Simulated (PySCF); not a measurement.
Start geometry of `[SiH3]S[C@H]1CC[SiH2]1` from GFN2-xTB (Å):
```
atom  x, y, z in Å
Si1    2.5357   -0.1031   -0.7291
S2     1.6721    0.8308    1.0004
C3    -0.1243    0.4221    0.9711
C4    -0.9093    1.1099   -0.1161
C5    -1.9133   -0.0559   -0.4418
Si6   -0.8285   -1.2948    0.5244
H7     2.6979   -1.5104   -0.5000
H8     1.6537    0.1416   -1.8849
H9     3.7807    0.6220   -0.8606
H10   -0.4307    0.7434    1.9809
H11   -1.4404    2.0194    0.2303
H12   -0.3215    1.3551   -0.9704
H13   -2.0868   -0.2031   -1.5055
H14   -2.9079    0.1149    0.0183
H15    0.0157   -2.1618   -0.3082
H16   -1.4122   -2.0325    1.6437
```

Question: What comes out of this run: PBE0-D3(BJ)/def2-SVP geometry optimisation, gas phase (PySCF)?

Answer: 
```
atom  x, y, z in Å
Si1    2.613   -0.084   -0.539
S2     1.639    0.970    1.049
C3    -0.090    0.436    0.903
C4    -0.982    1.087   -0.185
C5    -2.083    0.002   -0.307
Si6   -0.806   -1.241    0.338
H7     2.710   -1.553   -0.281
H8     1.925    0.118   -1.851
H9     3.983    0.504   -0.591
H10   -0.524    0.645    1.896
H11   -1.333    2.103    0.063
H12   -0.415    1.159   -1.127
H13   -2.533   -0.120   -1.301
H14   -2.890    0.162    0.426
H15   -0.010   -1.873   -0.757
H16   -1.166   -2.279    1.352
```

The energy falls by 0.292 eV over 12 energy and gradient evaluations, the largest force component goes from 0.0424 to 4.0e-04 Eh/bohr, and the atoms move by 0.298 Å rms after alignment. The bond that changes most is Si1–H7 (SiH3 silicon to Si–H hydrogen), which lengthens by 0.060 Å. Bonds longer at the end by more than 0.005 Å: 8 of 16; shorter: 6. Among the angles that change most is C4–C3–Si6, from 92.8° to 86.9°. Among the dihedrals that turn most is H10–C3–C4–H11, from 17° to 42°. Rotational constants go from 2984, 1172, 1084 to 3136, 1158, 1032 MHz. The orientation of the end geometry is arbitrary; only internal coordinates are fixed.

The run used 146 basis functions and 74 SCF cycles in all. On an Arm Neoverse V1 with one thread, no GPU, shared host, this took 1.9 min and 0.59 GiB of memory at its peak.

PBE0-D3(BJ)/def2-SVP frequencies: not computed here. One conformer, not necessarily the lowest.
